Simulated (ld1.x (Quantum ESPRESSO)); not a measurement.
**Configuration tests for tantalum (Ta) (PAW)**

```json
{
  "Element": "Ta (Z = 73)",
  "Generator": "ld1.x (Quantum ESPRESSO) 7.5",
  "Type": "PAW",
  "Functional": "LDA (PZ)",
  "Relativity": "scalar-relativistic",
  "Frozen core": "[Xe] 4f14",
  "Valence charge": "5",
  "Reference configuration": "5d3 6s2 6p0",
  "Partial waves": "6s (bound): rcut 2.55, rcutus 2.80 bohr; 6s channel at 3.05 Ry: rcut 2.55, rcutus 2.80 bohr; 6p (bound, empty): rcut 2.70, rcutus 3.65 bohr; 6p channel at 0.3 Ry: rcut 2.70, rcutus 3.65 bohr; 5d (bound): rcut 2.30, rcutus 2.90 bohr; 5d channel at 3.6 Ry: rcut 2.30, rcutus 2.90 bohr",
  "Local potential": "all-electron potential smoothed inside 2.20 bohr (lloc = -1)",
  "Core correction": "Bessel-smoothed model core, default radius (core density twice the valence density)",
  "Augmentation charge": "BESSEL, radius 1.70 bohr"
}
```

Energies are relative to the spin-unpolarised reference configuration 5d3 6s2 6p0; without spin polarisation the order of configurations can differ from experiment. Not all tests gave a result: test run stopped at test 8 of 9 (negative rho).

```json
{"valence configuration": "5d3 6s1 6p0", "charge": "+1", "ΔE all-electron (eV)": "8.702", "error AE − PS (meV)": "-6.1"}
{"valence configuration": "5d2 6s0 6p0", "charge": "+3", "ΔE all-electron (eV)": "47.938", "error AE − PS (meV)": "-227"}
{"valence configuration": "5d3 6s1.5 6p0", "charge": "+0.5", "ΔE all-electron (eV)": "3.563", "error AE − PS (meV)": "-2.1"}
{"valence configuration": "5d3 6s0 6p1", "charge": "+1", "ΔE all-electron (eV)": "13.889", "error AE − PS (meV)": "-10"}
{"valence configuration": "5d1 6s0 6p0", "charge": "+4", "ΔE all-electron (eV)": "83.301", "error AE − PS (meV)": "-973"}
{"valence configuration": "5d4 6s1 6p0", "charge": "0", "ΔE all-electron (eV)": "2.092", "error AE − PS (meV)": "-42"}
```

Question: What are ΔE and the potential's error for 5d3 6s0 6p0?

Answer: ΔE = 24.010 eV all-electron; the error (AE − PS) is -20 meV.

Levels in the configuration 5d3 6s1.5 6p0:

```tsv
level	all-electron (eV)	pseudo (eV)
5d	-7.140	-7.134
6s	-8.673	-8.677
```

Note: ghost state, extra bound levels that the all-electron valence spectrum of the same l lacks: s at -17.6 eV. A true bound ghost makes a file unfit for plane-wave use.
